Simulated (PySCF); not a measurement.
## Basis and Hamiltonian dependence of the excitation energy of Br²⁺

Br²⁺ [Ar] 3d10 4s2 4p3 (4S) → Br²⁺ [Ar] 3d10 4s1 4p4 (4P). All values are computed (PySCF 2.14, energy differences of UHF-based or UKS calculations, no spin-orbit coupling). Values in eV.

| basis | Hamiltonian | functions | UHF | PBE | PBE0 | MP2 (valence) | CCSD(T) (valence) |
| --- | --- | --- | --- | --- | --- | --- | --- |
| x2c-TZVPPall | spin-free X2C | 48 | 13.157 | 13.361 | 13.358 | 13.107 | 12.541 |
| aug-cc-pVTZ-PP with ECP10MDF | ECP | 55 | 13.183 | 13.428 | 13.416 | 13.135 | 12.556 |
| dyall-av2z | non-relativistic | 92 | 12.472 | 12.628 | 12.637 | 12.396 | 11.845 |
| aug-cc-pVQZ-DK | spin-free X2C | 93 | 13.165 | 13.389 | 13.383 | 13.109 | 12.533 |
| aug-cc-pwCVTZ-PP with ECP10MDF | ECP | 96 | 13.171 | 13.419 | 13.405 | 13.141 | 12.555 |
| x2c-QZVPPall | spin-free X2C | 97 | 13.165 | 13.388 | 13.382 | 13.119 | 12.550 |
| x2c-QZVPPall with one added diffuse shell each of s, p, d, f type | spin-free X2C | 113 | 13.165 | 13.388 | 13.382 | 13.119 | n/a |

Frozen in the all-electron rows: valence: [Ar] 3d10; with a core potential, the same shells as far as they lie outside it.

Non-relativistic rows lack the scalar-relativistic shift.
